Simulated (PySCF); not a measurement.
Broadened absorption spectrum of C6H10O2

Compound: C6H10O2.
SMILES: `CO[C@@H]1CC[C@@H]2O[C@@H]21`

The calculation used TDDFT PBE0/def2-SVPD, vertical, gas phase, core orbitals frozen in the response (PySCF 2.14.0, density-fitted response routines). One conformer (not necessarily the lowest) at the GFN2-xTB geometry, without solvent, vibrations or thermal averaging.

Broadening: Gaussians 0.4 eV wide at half height, area fixed by f = 4.319×10⁻⁹ ∫ε dν̃. The cross-section is σ = 3.8235×10⁻²¹ ε cm², given in Mb (10⁻¹⁸ cm²). The width is an assumption, not a result. The curve ends short of the highest state used, and states not computed would add to its high-energy end.

| λ (nm) | σ (Mb) |
| --- | --- |
| 167.0 | 5.00 |
| 168.1 | 4.32 |
| 169.2 | 3.78 |
| 170.2 | 3.40 |
| 171.3 | 3.11 |
| 172.4 | 2.99 |
| 173.4 | 3.05 |
| 174.5 | 3.31 |
| 175.6 | 3.76 |
| 176.6 | 4.28 |
| 177.7 | 4.88 |
| 178.7 | 5.33 |
| 179.8 | 5.63 |
| 180.9 | 5.65 |
| 181.9 | 5.40 |
| 183.0 | 4.88 |
| 184.1 | 4.18 |
| 185.1 | 3.46 |
| 186.2 | 2.68 |
| 187.3 | 1.98 |
| 188.3 | 1.44 |
| 189.4 | 0.97 |
| 190.5 | 0.62 |
| 191.5 | 0.40 |
| 192.6 | 0.24 |
| 193.7 | 0.13 |
| 194.7 | 0.08 |
| 195.8 | 0.04 |
| 196.9 | 0.02 |
| 197.9 | 0.01 |

Problem. Locate the maxima and give the states behind the curve.

Solution. 180 nm (6.87 eV), ε about 1500, made up of S1 (98%) (ε in L mol⁻¹ cm⁻¹; maxima over ε = 5, shares over 10%). At its high-energy end, 7.42 eV, the curve is still rising (ε about 1300, from S2, S3 and S4). The states used: S1 6.86 eV (f 0.022); S2 7.28 eV (f 0.0076); S3 7.53 eV (f 0.010); S4 7.68 eV (f 0.013); S5 7.78 eV (f 0.014); S6 8.02 eV (f 0.012).

Problem. What would ε be at 6.87 eV, the highest of these maxima, with half the width (0.2 eV)?

Solution. About 2910 L mol⁻¹ cm⁻¹ against 1480, a factor of about 1.96; a lone state at its own centre would give exactly 2.

Problem. On this curve, what absorbance would a 10⁻⁴ mol/L sample give at 193 nm over a 1 cm path?

Solution. 193 nm is 6.424 eV, where ε is about 51 L mol⁻¹ cm⁻¹, so A = ε c l ≈ 0.0051 (Beer–Lambert, with the gas-phase spectrum and the assumed width).

Problem. Coming from long wavelengths, where does ε first pass 100 L mol⁻¹ cm⁻¹?

Solution. At about 192 nm (6.47 eV), 0.39 eV below S1.

Time: 87 s (grids of density and orbitals included); peak memory 0.94 GiB. Hardware: an Arm Neoverse N1 with one thread, shared host.

Without π bonds the low states may be Rydberg-like; a valence basis with one diffuse set may place them up to an eV too high.
